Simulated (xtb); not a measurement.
C$_{2}$H$_{6}$Zn, charge -1, doublet, at a GFN2-xTB geometry (such geometries of metal compounds can be far from the true shape) (a state made from the parent by changing its charge; the spin is typed, not shown lowest). Base run: GFN2-xTB run with xtb.

Geometry (Å):
```xyz
9

Zn     0.1776    -0.4909     0.1323
C      1.3215     0.9702    -1.4735
H      2.3127     0.6517    -1.8283
H      1.4576     1.9670    -1.0336
H      0.7045     1.1106    -2.3717
C     -1.8560     0.5105     1.0739
H     -2.7699    -0.0888     0.9490
H     -2.0402     1.4649     0.5660
H     -1.7857     0.7389     2.1475
```
Charge -1, spin multiplicity 2.
All else is at xtb's defaults.
Base energy -7.95068 Eh.

Each row names what was changed in the base input (with any setting that the change needs).

```csv
change,ΔE vs base (mEh),G_solv (kcal/mol),SCF cycles
base,0.000,-,11
alpb = methanol,-92.158,-58.38,11
acc = 1000,0.002,-,6
gbsa = acetonitrile,-89.074,-56.21,11
gbsa = methanol,-86.462,-54.79,11
acc = 0.0001,0.000,-,17
```

ALPB and GBSA are two models with their own fitted parameters for each solvent, which aren't always the measured dielectric constant.
